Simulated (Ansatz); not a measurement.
Born–Oppenheimer molecular dynamics of F3H3OSi2 (9 atoms, charge 0, multiplicity 1). It starts from a relaxed structure.

Computed with RKS PBE-D4/STO-3G (Ansatz 0.2.0).

| Property | Result |
| --- | --- |
| ensemble | NVT, Langevin thermostat |
| time step | 0.5 fs |
| steps asked | 250 |
| set temperature | 500 K |
| friction | 0.05 /fs |
| temperature schedule | 62 steps to 500 K, then 188 steps to 10 K |
| seed | 957052 |

First frame:

```xyz
9
Properties=species:S:1:pos:R:3
Si -0.013 -0.023 0.037
O 0.152 -0.373 1.695
Si -1.300 -0.444 2.613
H -2.261 -1.409 2.078
H -0.904 -0.857 3.951
H -1.972 0.854 2.693
F 1.514 0.102 -0.550
F -0.817 1.388 -0.235
F -0.801 -1.218 -0.777
```

(1) How far do the bonds stretch over the last three quarters of this one trajectory? (Pairs bonded in most of those frames.)

Answers

(1) 
```
  bond  mean (Å)  spread (Å)  shortest  longest
Si1–O2     1.701       0.020      1.67     1.74
Si1–F7     1.644       0.023      1.61     1.69
Si1–F8     1.645       0.014      1.62     1.67
Si1–F9     1.644       0.036      1.58     1.72
O2–Si3     1.710       0.026      1.67     1.75
Si3–H4     1.472       0.025      1.41     1.53
Si3–H5     1.462       0.033      1.39     1.54
Si3–H6     1.472       0.032      1.41     1.55
```

Mean temperature of the second half: 224 K. The schedule's set-point averaged 173 K over the second half and the system 224 K, so it lags behind the ramp. A run of 0.12 ps of so small a system gives no equilibrium averages. Limits of this set-up: minimal basis.

The run took 7.8 min on 1 thread of Arm Neoverse V2 (shared host), peak memory 0.092 GiB.
